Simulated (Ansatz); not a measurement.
```yaml
crystal:
  periodic: [false, false, false]
  atoms:
    - {symbol: Si, position_ang: [-0.847472, 0.420424, -0.172746]}
    - {symbol: C, position_ang: [0.917457, -0.256934, -0.015964]}
    - {symbol: I, position_ang: [0.990099, -1.683980, 1.582022]}
    - {symbol: H, position_ang: [-1.789091, -0.667763, -0.446954]}
    - {symbol: H, position_ang: [-0.887275, 1.406675, -1.341360]}
    - {symbol: H, position_ang: [-1.188403, 1.148557, 1.107047]}
    - {symbol: H, position_ang: [1.594035, 0.440517, 0.184007]}
    - {symbol: H, position_ang: [1.224640, -0.828983, -0.905825]}
basis:
  gaussian: {orbitals: x2c-TZVPPall}
magnetization: {spin_polarized: true, initial_magnetization: 0}
hamiltonian: {xc: {name: CAM-B3LYP}, pseudopotentials: {relativity: scalar}}
scf: {lower_state_search: off}
```

```sh
$ ansatz run in.yaml --threads 2 --pin off --events-out ev --progress --plain --max-ram 4352MiB
```

Shortened log:

```
Functional definition: CAM-B3LYP
1342 factors; their error is unknown
288 factors; integrals over basis functions are off by at most 1.4e-5 eV
mean field evaluation 1: about -202650.8431 eV, gradient 2.6e1 eV
mean field evaluation 2: about -202649.8752 eV, gradient 2.8e1 eV
mean field evaluation 4: about -202653.8306 eV, gradient 1.1e0 eV
mean field evaluation 8: about -202654.0210 eV, gradient 2.6e-1 eV
mean field evaluation 16: about -202654.0210 eV, gradient 5.8e-5 eV
mean field -202654.02104235 eV, -7447.3979094774 hartree, gradient 3.3e-6 eV, S^2 0.000000; 0 other end points of the search recorded, 0 dependent functions left out
reference -202654.02116277 eV, -7447.3979139025 hartree; 39, 39 occupied and 164, 164 virtual orbitals, 1342 factors
Total energy: -202654.02116277 eV, -7447.3979139025 hartree
Relativity: scalar
Checks for a lower state left out: stability, starts, cluster_reference, orbital_swaps, neighbouring_geometries, increment
```

Run time 9 s (2 threads of an Intel Xeon Platinum 8259CL on a shared host); peak host memory 0.81 GiB.
